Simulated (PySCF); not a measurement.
Bonds: Tc1-N2 1.589 Å, Tc1-Cl3 2.440 Å, Tc1-Cl4 2.440 Å, Tc1-Cl5 2.440 Å, Tc1-Cl6 2.439 Å.

Total charge -2.

Geometry: PBE0-D3(BJ)/def2-SVP; GIAO absolute shieldings from PySCF, gas phase, scalar relativity only through the core potential, averaged over equivalent atoms.

At PBE0/pcSseg-1 (def2-TZVP on Tc) (153 basis functions, 16 s wall time on 1 thread of an x86-64 server CPU, shared host):
```json
{"atoms": "N2", "σ (ppm)": "-631.1"}
{"atoms": "Cl3/Cl4/Cl5/Cl6", "σ (ppm)": "1177.9"}
```

Problem. Estimate the result of repeating the calculation with KT2/pcSseg-1 (def2-TZVP on Tc).

Solution. 
```json
{"atoms": "N2", "σ at KT2/pcSseg-1 (def2-TZVP on Tc)": "-487.8", "change": "+143.3"}
{"atoms": "Cl3/Cl4/Cl5/Cl6", "σ at KT2/pcSseg-1 (def2-TZVP on Tc)": "1095.8", "change": "-82.1"}
```

The largest change is at N2 (nitrogen bonded to Tc). Cost: 153 basis functions, 24 s wall time on 1 thread of an x86-64 server CPU, shared host.

Tc is described by an effective core potential, so it has no shielding of its own here; spin–orbit effects on the atoms bonded to it, which can be large, are absent, and the values of these neighbours are rough.
